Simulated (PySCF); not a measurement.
# A small calculation by hand: oscillator strength and radiative lifetime

FHSeTe, SMILES F[Te][SeH].

Coordinates come from a PBE0-D3(BJ)/def2-TZVP optimisation. The def2 effective core potentials stand for the cores of Te; spin–orbit coupling is left out. One conformer was computed; it need not be the lowest.

TDDFT-PBE0/def2-SVPD in PySCF puts the first singlet state with f over 0.02 at 4.74 eV (vertical), with the transition dipole (0.252, 0.260, 0.210) in atomic units.

Problem. Find the oscillator strength, the wavelength and the radiative lifetime that this transition would have in vacuum if emission retraced absorption.

Solution. 
|μ|² = 0.1752 au, so |μ| = 1.06 D. ΔE = 4.74/27.211 = 0.1742 hartree. f = (2/3) ΔE |μ|² = 0.020 (the program prints 0.020).
λ = 1239.84/4.74 = 262 nm; ν = 38231 cm⁻¹.
Einstein's coefficient A = 0.6670 ν² f s⁻¹ (ν in cm⁻¹) = 2.0e7 s⁻¹, so τ = 1/A = 50 ns. This state is S4; the lower singlets have f = 0.001, 0.002, 0.006. The figure is the radiative limit of this one transition; relaxation, internal conversion, crossing to triplets and a medium change what is measured.
